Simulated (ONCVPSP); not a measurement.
Logarithmic derivatives: Ni (Z = 28), ONCV

* Element: Ni (Z = 28)
* Generator: ONCVPSP 4.0.1
* Type: optimised norm-conserving Vanderbilt (ONCV)
* Functional: BLYP
* Relativity: fully relativistic
* Frozen core: [Ne] 3s2
* Valence charge: 16
* Reference configuration: 3p6 3d8 4s1 (charge +1)
* Partial waves: 4s: rc 2.00 bohr, ncon 4, nbas 8, qcut 3.3 1/bohr, 2 projectors, debl 3.2 Ha; 3p: rc 1.25 bohr, ncon 3, nbas 7, qcut 12.7 1/bohr, 2 projectors, debl 2.6 Ha; 3d: rc 1.30 bohr, ncon 3, nbas 8, qcut 14.7 1/bohr, 2 projectors, debl 3.3 Ha
* Local potential: polynomial inside 1.15 bohr (lpopt 5, dvloc0 0 Ha)
* Core correction: none

Open shells are filled in proportion to 2j + 1.

In the p channel the program set the typed energies aside and used -2.926, 0.250 Ha (j = l + 1/2; the other j can differ).

The phase is arctan(r·R′/R) of the radial function R(r), unwrapped; energies in Ha, scanned from -4 to 5 Ha. A pole is an energy at which the radial function vanishes at the test radius. The pseudo phase is shifted by a multiple of π to meet the all-electron one at the reference energy, and phase errors are pseudo minus all-electron; the curves can meet again beyond the range given. Levels narrower than the energy grid can be missing from the lists of poles.

Problem. For each channel, where are the poles, and over which energies does the pseudopotential scatter like the atom?

Solution.

```json
{"channel": "s", "radius (bohr)": "2.03", "reference energy (Ha)": "-0.49", "poles, all-electron": "1.52", "poles, pseudo": "0.76, 1.53", "unbroken range about the reference energy with phases within 0.05 rad": "below 0.7", "phase error 1 Ha above the reference energy (rad)": "-0.009"}
{"channel": "p3/2", "radius (bohr)": "1.27", "reference energy (Ha)": "-2.93", "poles, all-electron": "-2.13", "poles, pseudo": "-2.13", "unbroken range about the reference energy with phases within 0.05 rad": "the whole range", "phase error 1 Ha above the reference energy (rad)": "-0.000"}
{"channel": "p1/2", "radius (bohr)": "1.27", "reference energy (Ha)": "-3.01", "poles, all-electron": "-2.25", "poles, pseudo": "-2.25", "unbroken range about the reference energy with phases within 0.05 rad": "the whole range", "phase error 1 Ha above the reference energy (rad)": "-0.000"}
{"channel": "d5/2", "radius (bohr)": "1.32", "reference energy (Ha)": "-0.65", "poles, all-electron": "0.20", "poles, pseudo": "0.20", "unbroken range about the reference energy with phases within 0.05 rad": "the whole range", "phase error 1 Ha above the reference energy (rad)": "+0.000"}
{"channel": "d3/2", "radius (bohr)": "1.32", "reference energy (Ha)": "-0.66", "poles, all-electron": "0.18", "poles, pseudo": "0.18", "unbroken range about the reference energy with phases within 0.05 rad": "the whole range", "phase error 1 Ha above the reference energy (rad)": "+0.000"}
```

Note: no bound ghost flagged; GHOST(+) flagged for s at 20.9 eV.

Phases in the s channel:

```csv
E (Ha),all-electron,pseudo
-3.98,1.340,1.322
-3.74,1.321,1.309
-3.50,1.304,1.294
-3.26,1.284,1.276
-3.02,1.263,1.255
-2.78,1.237,1.230
-2.54,1.205,1.198
-2.30,1.165,1.158
-2.06,1.112,1.105
-1.82,1.039,1.032
-1.58,0.932,0.926
-1.34,0.766,0.760
-1.10,0.491,0.486
-0.86,0.054,0.051
-0.62,-0.462,-0.463
-0.38,-0.854,-0.854
-0.14,-1.094,-1.095
0.10,-1.242,-1.245
0.34,-1.340,-1.345
0.58,-1.410,-1.421
0.82,-1.463,-4.548
1.06,-1.506,-4.640
1.30,-1.542,-4.680
1.54,-1.573,-4.713
1.78,-1.603,-4.744
2.02,-1.632,-4.773
2.26,-1.662,-4.803
2.50,-1.694,-4.835
2.74,-1.730,-4.872
2.98,-1.774,-4.915
3.22,-1.829,-4.971
3.46,-1.907,-5.048
3.70,-2.026,-5.166
3.94,-2.230,-5.369
4.18,-2.622,-5.764
4.42,-3.273,-6.428
4.66,-3.840,-7.001
4.90,-4.144,-7.303
```
